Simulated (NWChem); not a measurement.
All runs are NWChem calculations. System: Ag2, charge 0, spin multiplicity 1, at a geometry optimised with PBE0/def2-SVP with def2 effective core potentials on Ag. The structure started from a generated list of species. Level: MP2/def2-TZVP with def2 effective core potentials on Ag, 8 core orbitals frozen.

Job file:

```
start mol
memory heap 200 mb stack 900 mb global 1100 mb
geometry units angstroms nocenter noautoz
  Ag     0.000000     0.000000     1.289320
  Ag     0.000000     0.000000    -1.289320
  symmetry group D2h
end
basis spherical
  * library def2-tzvp
end
ecp
  Ag library def2-ecp
end
scf
  rhf
  nopen 0
  maxiter 100
  thresh 1e-7
  semidirect memsize 60000000 filesize 0
end
mp2
  freeze core 8
end
task mp2 energy
```

Part of the output:

```
             Northwest Computational Chemistry Package (NWChem) 7.3.0
             --------------------------------------------------------

                                NWChem Input Module
                                -------------------

 Scaling coordinates for geometry "geometry" by  1.889725989
 (inverse scale =  0.529177249)

 Turning off AUTOSYM since
 SYMMETRY directive was detected!

                             Geometry "geometry" -> ""
                             -------------------------

 Output coordinates in angstroms (scale by  1.889725989 to convert to a.u.)

  No.       Tag          Charge          X              Y              Z
 ---- ---------------- ---------- -------------- -------------- --------------
    1 Ag                  47.0000     0.00000000     0.00000000     1.28932000
    2 Ag                  47.0000     0.00000000     0.00000000    -1.28932000

 Effective nuclear repulsion energy (a.u.)     453.3213411102

            Nuclear Dipole moment (a.u.)
            ----------------------------
        X                 Y               Z
 ---------------- ---------------- ----------------
     0.0000000000     0.0000000000     0.0000000000

      Symmetry information
      --------------------

 Group name             D2h
 Group number             26
 Group order               8
 No. of unique centers     1

      Symmetry unique atoms

     1


 Summary of "ao basis" -> "" (spherical)
 ------------------------------------------------------------------------------
       Tag                 Description            Shells   Functions and Types
 ---------------- ------------------------------  ------  ---------------------
 *                         def2-tzvp                  on all atoms

 Summary of "ao basis" -> "ao basis" (spherical)
 ------------------------------------------------------------------------------
       Tag                 Description            Shells   Functions and Types
 ---------------- ------------------------------  ------  ---------------------
 Ag                        def2-tzvp                14       40   6s4p3d1f
[...]
     1   1 0 0     -0.000000      0.000000      0.000000
     1   0 1 0     -0.000000      0.000000      0.000000
     1   0 0 1      0.000000      0.000000      0.000000

     2   2 0 0    -30.847005      0.000000      0.000000
     2   1 1 0     -0.000000      0.000000      0.000000
     2   1 0 1     -0.000000      0.000000      0.000000
     2   0 2 0    -30.847005      0.000000      0.000000
     2   0 1 1     -0.000000      0.000000      0.000000
     2   0 0 2    -22.770313      0.000000    225.581099

                   NWChem MP2 Semi-direct Energy/Gradient Module
                   ---------------------------------------------

  Basis functions       =     80
  Molecular orbitals    =     80
  Frozen core           =      8
  Frozen virtuals       =      0
  Active alpha occupied =     11
  Active beta occupied  =     11
  Active alpha virtual  =     61
  Active beta virtual   =     61
  Use MO symmetry       = T
  Use skeleton AO sym   = T

  AO/Fock/Back tols     =   1.0D-09  1.0D-09  1.0D-09

 GA uses MA = F    GA memory limited = T

 Available:
  local mem=  1.26D+08
 global mem=  1.44D+08
 local disk=  0.00D+00
  mp2_memr nvloc                    61
  nvloc new                    61
   1 passes of  11:        5242880                      46592                   7329754.
   1 passes of  11: M    126143041           G      144166400           F     120900161.

 Semi-direct pass number   1 of   1  for RHF alpha+beta  at        0.7s
  vrange nnbf                  3208
  mp2_eaftype                    27  avail_ma_in_mb                  1099
 EAF : mp2_eaftype filesize          27    3664877.
  mp2_eaf for mointskh                     27
Node 0 wrote     17.2 Mb in      0.0 s     Agg I/O rate:  1398.6 Mb/s
 Done moints_semi at        2.1s
  mp2_eaftype                    27  avail_ma_in_mb                  1072
 EAF : mp2_eaftype filesize          27    3664877.
  mp2_eaf for kh                    27
 Done maket at        2.2s
 Done multipass loop at        2.2s

          -------------------------------------------
          SCF energy                -292.247908829450
          Correlation energy          -0.609501682616
          Singlet pairs               -0.274253455553
          Triplet pairs               -0.335248227063
          Total MP2 energy          -292.857410512066
          -------------------------------------------

          ---------------------------------------------------
                    Spin Component Scaled (SCS) MP2
          Same spin pairs                     -0.223498818042
          Same spin scaling factor             0.333333333333
          Opposite spin pairs                 -0.386002864574
          Opposite spin scaling fact.          1.200000000000
          SCS-MP2 correlation energy          -0.537703043503
          Total SCS-MP2 energy              -292.785611872953
          ---------------------------------------------------

 -----------------------
 Performance information
 -----------------------

 Timer overhead =  1.62D-07 seconds/call

               Nr. of calls         CPU time (s)                 Wall time (s)                GFlops
             ---------------    -------------------     ------------------------------   -------------------
Name         Min   Avg   Max    Min     Avg     Max     Min     Avg     Max   Mx/calls   Min     Max     Sum
mp2: moin     1     1     1    1.3     1.3     1.3      1.3     1.3     1.3     1.3      0.0     0.0     0.0
mp2: make     1     1     1   8.69E-2 8.69E-2 8.69E-2  8.69E-2 8.69E-2 8.69E-2 8.69E-2   0.0     0.0     0.0
mp2: tota     1     1     1    1.5     1.5     1.5      1.5     1.5     1.5     1.5      0.0     0.0     0.0

 The average no. of pstat calls per process was 3.00D+00
 with a timing overhead of 4.85D-07s

 Task  times  cpu:        2.1s     wall:        2.1s

 Total times  cpu:        2.2s     wall:        2.2s
```
